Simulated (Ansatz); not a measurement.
Cost against result

The pair of CH$_{2}$O (SMILES C=O, atoms 1–4) and H$_{2}$Te (SMILES [TeH2], atoms 5–7), both closed shells, in one local arrangement (a lower one may exist), relaxed at PBE0-D4/def2-TZVP:

| atom | x (Å) | y (Å) | z (Å) |
| --- | --- | --- | --- |
| C1 | -0.1337 | -0.1234 | -1.6042 |
| O2 | 1.0370 | -0.1282 | -1.8573 |
| H3 | -0.6811 | 0.8086 | -1.3622 |
| H4 | -0.7405 | -1.0503 | -1.6058 |
| Te5 | 0.1921 | -0.5756 | 1.9082 |
| H6 | -0.7179 | 0.2786 | 2.9971 |
| H7 | 1.0439 | 0.7901 | 1.5241 |

Interaction energies are counterpoise-corrected; the time is that of the whole pair.

Computed with Ansatz 0.2.0 (basis: as named in each row); correlated methods freeze the cores. Filled d shells of the heavier atoms are correlated. Core potentials replace the inner electrons of the atoms past krypton. The def2 sets are not built for correlating such inner shells, so the correlated values are less sure here. B3LYP uses VWN-RPA correlation. Extrapolation: Hartree–Fock as exp(−7.88 √X), correlation as X^−2.97.

Times are rough, for one single point on 4 threads of a shared host (Arm Neoverse V2).

The estimate by CCSD(T) at an estimated basis limit (MP2 extrapolated from triple and quadruple zeta, plus CCSD(T) − MP2 in triple zeta) is -0.068 eV.

```json
{"method": "SPW92", "basis": "def2-SVP", "time (s)": "under 1", "interaction energy (eV)": "-0.136", "method less estimate": "-0.067"}
{"method": "PBE0-D4", "basis": "def2-SVP", "time (s)": "under 1", "interaction energy (eV)": "-0.088", "method less estimate": "-0.019"}
{"method": "PBE-D4", "basis": "def2-SVP", "time (s)": "under 1", "interaction energy (eV)": "-0.101", "method less estimate": "-0.033"}
{"method": "PBE-D4", "basis": "def2-TZVPPD", "time (s)": "1", "interaction energy (eV)": "-0.112", "method less estimate": "-0.044"}
{"method": "revPBE-D4", "basis": "def2-TZVPPD", "time (s)": "1", "interaction energy (eV)": "-0.104", "method less estimate": "-0.036"}
{"method": "BLYP-D4", "basis": "def2-TZVPPD", "time (s)": "1", "interaction energy (eV)": "-0.100", "method less estimate": "-0.031"}
{"method": "PBE0-D4", "basis": "def2-TZVPPD", "time (s)": "2", "interaction energy (eV)": "-0.096", "method less estimate": "-0.027"}
{"method": "B3LYP-D4", "basis": "def2-TZVPPD", "time (s)": "2", "interaction energy (eV)": "-0.093", "method less estimate": "-0.025"}
{"method": "CCSD(T)", "basis": "def2-SVP", "time (s)": "2", "interaction energy (eV)": "0.001", "method less estimate": "0.069"}
{"method": "HSE06-D4", "basis": "def2-TZVPPD", "time (s)": "2", "interaction energy (eV)": "-0.096", "method less estimate": "-0.028"}
{"method": "r2SCAN-D4", "basis": "def2-TZVPPD", "time (s)": "2", "interaction energy (eV)": "-0.091", "method less estimate": "-0.023"}
{"method": "wB97M-V", "basis": "def2-SVP", "time (s)": "3", "interaction energy (eV)": "-0.062", "method less estimate": "0.006"}
{"method": "B2PLYP", "basis": "def2-TZVPPD", "time (s)": "4", "interaction energy (eV)": "-0.033", "method less estimate": "0.036"}
{"method": "wB97X-V", "basis": "def2-TZVPPD", "time (s)": "4", "interaction energy (eV)": "-0.074", "method less estimate": "-0.005"}
{"method": "wB97M-V", "basis": "def2-TZVPPD", "time (s)": "6", "interaction energy (eV)": "-0.075", "method less estimate": "-0.007"}
{"method": "B97M-V", "basis": "def2-TZVPPD", "time (s)": "6", "interaction energy (eV)": "-0.086", "method less estimate": "-0.017"}
{"method": "MP2", "basis": "def2-QZVPPD", "time (s)": "12", "interaction energy (eV)": "-0.074", "method less estimate": "-0.006"}
{"method": "CCSD(T)", "basis": "def2-TZVPPD", "time (s)": "66", "interaction energy (eV)": "-0.052", "method less estimate": "0.016"}
```

The T1 diagnostic stays at or below 0.016.
